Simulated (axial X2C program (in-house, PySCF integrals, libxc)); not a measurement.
# Bond lengths and stretching modes, held linear, of CCoO

Calculated with an in-house all-electron X2C program for linear molecules (integrals from PySCF): two-component X2C with atomic mean-field Coulomb and Gaunt terms, Gaussian nuclei, basis C dyall-v3z, Co dyall-v3z, O dyall-av3z with contracted cores. Spin-free rows use the one-electron spin-free X2C Hamiltonian.

Masses C 12.000, Co 58.933, O 15.995 u. States: 2c Ω = 3/2 (beyond evenly filled blocks: 2 × ω = -1/2, ω = 5/2); spin-free M_S = 1/2, Λ = 2 (beyond evenly filled blocks: δ+α, δ+β, δ-α).

PBE, 2c: energies above the lowest point

```csv
r(C–Co) (Å),r(Co–O) (Å),E (meV)
1.7092,1.5649,63.87
1.7092,1.6050,0.00
1.7092,1.6451,2.13
1.7530,1.5649,114.07
1.7530,1.6050,52.92
1.7530,1.6451,57.86
1.7530,1.6853,114.63
1.7968,1.5649,191.69
1.7968,1.6050,132.32
1.7968,1.6451,139.09
1.8406,1.6050,230.47
1.8406,1.6853,298.39
```

Fit a quadratic surface with cubic terms in each bond: where is the minimum, and what are the two stretching wavenumbers?

At PBE, 2c: bonds 1.665 and 1.624 Å; harmonic stretches 739.5 and 913.8 cm⁻¹; force constants 3.5, 5.9 and coupling 0.17 mdyn/Å.

The other levels and Hamiltonians give:

```tsv
Hamiltonian	level	r(C–Co) (Å)	r(Co–O) (Å)	lower stretch (cm⁻¹)	upper stretch (cm⁻¹)
2c	PBE0	1.736	1.607	649.9	864.5
2c	HF	1.930	1.909	500.4	752.4
spin-free	PBE	1.656	1.640	646.5	863.8
```

Each state is one determinant, the lowest of a limited PBE0 search; the stretches come from a fit to these few points and carry an uncertainty of a few per cent. Other orders of the atoms were not compared. Left out for rough or failed fits: MP2 2c, PBE0 spin-free, HF spin-free, MP2 spin-free. The levels spread by more than a fifth, so the stretches depend strongly on the method. The molecule was held linear; bending was not examined, so a bent shape may lie lower. Note: functional without a current term on a determinant with orbital currents, of the molecule or an atom. Note: several unpaired electrons, one determinant need not be a pure state.
